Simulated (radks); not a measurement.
Results of a calculation; reference values are marked as such.
Effect of the nuclear size on the osmium ion Os16+, [Kr] 4d10 4f12 5s2. Level of theory: Dirac Kohn-Sham, LDA (Slater exchange, Perdew-Wang correlation), spin-unpolarised, spherical densities, finite nucleus; open shells fill j = l - 1/2 first; Fermi nuclear charge, rms radius 5.4126 fm (a radial shooting solver on a logarithmic mesh with Libxc functionals). The rms radius is varied about that value; shifts are against it.

rms radius (fm),total energy shift (eV),density at nucleus (e/bohr^3),1s1/2 shift (meV),2s1/2 shift (meV),5s1/2 shift (meV),4f7/2 shift (meV),5p1/2 (empty) shift (meV),6s1/2 (empty) shift (meV)
4.8226,-14.9,1.741e+06,-6010,-862,-12.0,1.85,0.327,-4.68
5.0933,-8.19,1.707e+06,-3310,-474,-6.59,1.02,0.180,-2.57
5.4126,0,1.669e+06,0.000,0.000,0.000,0.000,0.000,0.000
5.8023,10.4,1.627e+06,4210,603,8.38,-1.30,-0.228,3.28
6.2894,24.1,1.579e+06,9720,1390,19.4,-3.00,-0.525,7.57

Slopes of the eigenvalues against <r^2> in GHz/fm^2, as finite differences over the two radii next to the reference (eigenvalue slopes, not the field-shift constants of lines): 1s1/2 235000, 2s1/2 33700, 5s1/2 468, 4f7/2 -72.5, 5p1/2 (empty) -12.8, 6s1/2 (empty) 183.
